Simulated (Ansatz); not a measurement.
Relaxation of ClGeH3O2 (7 atoms, charge 0, multiplicity 1), to a largest force component of 0.02 eV/Å in at most 40 steps.

Computed with RHF/def2-SVP in Ansatz.

```xyz
7
Properties=species:S:1:pos:R:3
Ge 0.000 0.000 0.000
Cl 0.000 0.000 2.220
H 1.462 0.000 -0.516
O -0.834 1.444 -0.589
H -1.792 1.214 -0.812
O -0.834 -1.444 -0.589
H -1.288 -1.910 0.183
```

**Question.** Where does it end, and by what steps?

**Answer.** The run converged. After 10 steps the energy has fallen by 0.347 eV; H7 moved furthest, 0.26 Å.

| step | energy less start (eV) | largest force component (eV/Å) | accepted |
| --- | --- | --- | --- |
| 0 | 0.0000 | 3.113 | yes |
| 1 | -0.2681 | 0.746 | yes |
| 2 | -0.3165 | 0.465 | yes |
| 3 | -0.3325 | 0.273 | yes |
| 4 | -0.3391 | 0.108 | yes |
| 5 | -0.3421 | 0.102 | yes |
| 6 | -0.3438 | 0.141 | yes |
| 7 | -0.3440 | 0.302 | yes |
| 8 | -0.3466 | 0.198 | yes |
| 9 | -0.3473 | 0.022 | yes |
| 10 | -0.3474 | 0.019 | yes |

```xyz
7
Properties=species:S:1:pos:R:3
Ge -0.023 -0.012 -0.028
Cl -0.092 0.051 2.133
H 1.416 -0.027 -0.486
O -0.804 1.385 -0.698
H -1.749 1.412 -0.673
O -0.938 -1.419 -0.501
H -1.095 -2.087 0.149
```

Whether the end is a true minimum wasn't checked by a vibrational analysis.

Time of the run: 16 s on 1 thread of Intel(R) Xeon(R) 6975P-C (Granite Rapids) (shared host), peak memory 0.21 GiB.
